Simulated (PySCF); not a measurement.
Cl2Sn, SMILES [Cl][Sn][Cl] (connectivity only; charge and spin as stated), charge +1, multiplicity 2.

Geometry: B3LYP-D3(BJ)/def2-TZVP. The multiplicity is an assumed one; other spin states were not compared. The isomer is the one that the SMILES or the coordinates give; other isomers of the formula were not compared. The def2 effective core potentials stand for the cores of Sn; spin–orbit coupling is left out.

Computed with B3LYP-D3(BJ)/def2-TZVP run with PySCF.

Frequencies are harmonic and unscaled.

Computed vibrational spectrum:
| mode | ν (cm⁻¹) | IR (km/mol) | moving atoms (share of kinetic energy) |
|---|---|---|---|
| 1 | 88 | 2.0 | Cl 76 %, Sn 24 % |
| 2 | 340 | 5.7 | Cl 86 %, Sn 14 % |
| 3 | 369 | 22.6 | Cl 69 %, Sn 31 % |
